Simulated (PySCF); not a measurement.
C5H7Cl, SMILES C#C[C@@H](C)CCl.

Geometry: B3LYP-D3(BJ)/def2-SVP. The structure was generated by enumeration; whether it is a known compound was not checked. The values are those of a single conformer.

The numbers are results of PySCF with CAM-B3LYP/def2-TZVP, not measurements.

Question: Estimate the frontier levels, gap, dipole moment and polarisability. (An estimate is asked for; the answer gives what the named calculation found.)

Answer: 
* **highest occupied level**: -9.35 eV
* **lowest empty level**: 1.31 eV
* **orbital gap**: 10.66 eV
* **dipole moment**: 1.42 D
* **quadrupole, principal values (traceless, Buckingham form, about the centre of nuclear charge)**: -3.37, -0.47, 3.83 D·Å
* **mean static polarisability**: 69.6 bohr³ (10.32 Å³)
* **polarisability, principal values**: 52.4, 60.1, 96.4 bohr³
